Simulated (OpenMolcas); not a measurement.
Pt2+ in CsCaBr3: curves along the breathing mode

Pt2+ with its 6 nearest bromide ions, on the Ca site of CsCaBr3 (a = 5.69 Å, distance in the model lattice 2.845 Å). The rest of the host is ab initio model potentials to 7.6 Å, with orthogonalisation functions on the cations behind the ligands, and point charges beyond; the distance is set by hand and nothing relaxes. Ligand basis ANO-RCC-VDZP.

* Program: OpenMolcas 26.06
* Method: CASSCF
* Basis: ANO-RCC-VDZP [7s6p4d2f]
* Scalar Hamiltonian: DKH2, point nucleus
* Active space: 8 electrons in 5 orbitals (5d)
* State averaging: 2S+1 = 3 even, 10 roots; 2S+1 = 1 even, 15 roots
* Spin-orbit coupling: RASSI with atomic mean-field integrals over the reference wave functions

Spin-free energies (labels of O, the rotations of Oh) in cm-1 above the lowest fitted minimum, as all ligands move together:

| R (Å) | 3A2 | 3T2 | 1E | 3T1 | 1A1 | 1T2 | 1T1 |
| --- | --- | --- | --- | --- | --- | --- | --- |
| 2.575 | 4990 | 18990 | 14760 | 25390 | 22270 | 28930 | 32020 |
| 2.636 | 1320 | 13510 | 11400 | 19700 | 18860 | 23740 | 26910 |
| 2.697 | 20 | 10650 | 10360 | 16540 | 17730 | 21130 | 24380 |
| 2.757 | 840 | 10150 | 11400 | 15700 | 18640 | 20820 | 24170 |
| 2.818 | 3670 | 11840 | 14410 | 17000 | 21520 | 22650 | 26100 |
| 2.879 | 8470 | 15670 | 19360 | 20420 | 26320 | 26590 | 30140 |
| 2.939 | 15150 | 21520 | 26160 | 25890 | 32960 | 32530 | 36170 |

Cubic fits give the following; the wavenumber is harmonic, with the mass of all moving ligands, small differences in it between states hang on the degree of the fit, a number in brackets counts states of one label, and the table is a selection of at most 14 states with clean curves.

```csv
State,R0 (Å),Breathing mode (cm-1),Minimum (cm-1)
3A2,2.704,202,0
3T2,2.741,209,10040
1E,2.697,200,10360
3T1,2.751,206,15650
1A1,2.700,199,17720
1T2,2.736,207,20650
1T1,2.734,208,23960
3T1(2),2.760,216,25140
1E(2),2.769,214,33120
1T2(2),2.768,214,33340
1A1(2),2.755,213,51880
```

The minimum of 3T2 is shifted by +0.0369 Å against 3A2 (from the unrounded fits). With M = 479.4 u for the moving shell, the Huang-Rhys factor in this mode is S = M ω ΔR² / 2ħ = 0.01483 × 479.4 × 202 × 0.0369² = 1.96. Only the first shell moves, against a rigid host.

Without dynamic correlation the repulsion within the d shell is too large (B by tens of per cent), so at a given field states of lower spin stand too high. Real 4d8 and 5d8 ions are as a rule square planar and diamagnetic. With metal d orbitals alone the field can be off either way by tens of per cent. Ligand-to-metal charge-transfer states are missing. With no ligand orbital active B as a rule stays too high, so bands that hang on it stand too high and its fall with covalency is understated. The least metal-like active orbital is 76 % on the metal (Löwdin) and no ligand orbital is active, so the numbers are rough (holds for R = 2.575). The least metal-like active orbital is 78 % on the metal (Löwdin) and no ligand orbital is active, so the numbers are rough (holds for R = 2.636). The least metal-like active orbital is 80 % on the metal (Löwdin) and no ligand orbital is active, so the numbers are rough (holds for R = 2.697). The least metal-like active orbital is 82 % on the metal (Löwdin) and no ligand orbital is active, so the numbers are rough (holds for R = 2.757). The least metal-like active orbital is 84 % on the metal (Löwdin) and no ligand orbital is active, so the numbers are rough (holds for R = 2.818). The least metal-like active orbital is 85 % on the metal (Löwdin) and no ligand orbital is active, so the numbers are rough (holds for R = 2.879). No measured value stands beside these numbers.
